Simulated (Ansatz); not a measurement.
SbH2(SiMe3) (C₃H₁₁SbSi). Charge 0, multiplicity 1. Geometry B3LYP-D4/def2-SVP.

Cartesian coordinates in Å:
```
Sb -1.965 -1.785 -0.187
H -2.130 -1.747 1.530
H -3.093 -0.491 -0.363
Si 0.031 -0.099 -0.082
C 1.515 -1.002 0.665
C 0.431 0.430 -1.854
C -0.392 1.418 0.961
H 2.399 -0.342 0.682
H 1.774 -1.900 0.082
H 1.310 -1.317 1.701
H 0.675 -0.440 -2.485
H -0.420 0.956 -2.316
H 1.298 1.113 -1.868
H -1.256 1.958 0.543
H -0.640 1.133 1.996
H 0.464 2.115 0.994
```

In the def2 sets Sb takes a core potential; there is no spin–orbit coupling.

Estimate the orbital energies around the gap (eV) in Ansatz with HF/def2-TZVP, PBE-D4/def2-TZVP, PBE0-D4/def2-SVP, BHLYP-D4/def2-TZVP, CAM-B3LYP-D4/def2-TZVP.


```csv
orbital,HF/def2-TZVP,PBE-D4/def2-TZVP,PBE0-D4/def2-SVP,BHLYP-D4/def2-TZVP,CAM-B3LYP-D4/def2-TZVP
HOMO−13,-25.17,-16.73,-18.86,-21.25,-20.71
HOMO−12,-19.92,-13.91,-15.66,-17.28,-17.43
HOMO−11,-16.73,-11.12,-12.74,-14.27,-14.35
HOMO−10,-15.50,-10.16,-11.67,-13.15,-13.23
HOMO−9,-15.37,-10.02,-11.53,-13.02,-13.08
HOMO−8,-15.35,-9.98,-11.51,-12.99,-13.05
HOMO−7,-14.85,-9.60,-11.07,-12.55,-12.60
HOMO−6,-14.83,-9.56,-11.04,-12.52,-12.56
HOMO−5,-14.54,-9.30,-10.76,-12.25,-12.28
HOMO−4,-12.31,-8.05,-9.28,-10.45,-10.65
HOMO−3,-11.94,-7.46,-8.75,-9.99,-10.15
HOMO−2,-11.77,-7.35,-8.63,-9.86,-10.02
HOMO−1,-10.45,-6.82,-7.87,-8.92,-9.19
HOMO,-8.74,-5.68,-6.59,-7.48,-7.81
LUMO,2.65,-0.82,0.13,0.70,0.86
LUMO+1,2.70,-0.76,0.21,0.71,0.90
LUMO+2,3.22,-0.10,1.23,1.31,1.44
LUMO+3,4.00,0.50,1.87,2.02,2.17
LUMO+4,4.36,0.83,2.25,2.37,2.53
LUMO+5,4.39,0.90,2.33,2.41,2.57
```
